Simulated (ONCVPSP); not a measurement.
# titanium (Ti): excitation energies, all-electron against ONCV

```json
{
 "Element": "Ti (Z = 22)",
 "Generator": "ONCVPSP 4.0.1",
 "Type": "optimised norm-conserving Vanderbilt (ONCV)",
 "Functional": "PW91",
 "Relativity": "scalar-relativistic",
 "Frozen core": "[Ne]",
 "Valence charge": "12",
 "Reference configuration": "3s2 3p6 3d2 4s1 4p1",
 "Partial waves": "3s+4s: rc 2.00 bohr, ncon 4, nbas 8, qcut 7.7 1/bohr, 2 projectors; 3p+4p: rc 1.80 bohr, ncon 4, nbas 7, qcut 5.5 1/bohr, 3 projectors, debl 2 Ha; 3d: rc 2.60 bohr, ncon 4, nbas 9, qcut 6.9 1/bohr, 2 projectors, debl 3.4 Ha",
 "Local potential": "polynomial inside 1.35 bohr (lpopt 5, dvloc0 3 Ha)",
 "Core correction": "polynomial model core, fcfact 0.2"
}
```

Energies are relative to the spin-unpolarised reference configuration 3s2 3p6 3d2 4s1 4p1; without spin polarisation the order of configurations can differ from experiment.

```json
{"valence configuration": "3s2 3p6 3d2 4s2 4p0", "charge": "0", "ΔE all-electron (eV)": "-3.090", "error AE − PS (meV)": "-0.3"}
{"valence configuration": "3s2 3p6 3d2 4s1 4p0", "charge": "+1", "ΔE all-electron (eV)": "4.303", "error AE − PS (meV)": "-0.1"}
{"valence configuration": "3s2 3p6 3d2 4s0 4p0", "charge": "+2", "ΔE all-electron (eV)": "17.895", "error AE − PS (meV)": "-7.8"}
```

**Question.** What are ΔE and the potential's error for 3s2 3p6 3d1 4s2 4p0?

**Answer.** ΔE = 6.731 eV all-electron; the error (AE − PS) is +247 meV.

Levels in the configuration 3s2 3p6 3d1 4s2 4p0:

| level | all-electron (eV) | pseudo (eV) |
| --- | --- | --- |
| 3s | -75.615 | -75.023 |
| 3p | -51.621 | -51.116 |
| 3d | -15.955 | -15.347 |
| 4s | -11.992 | -11.984 |
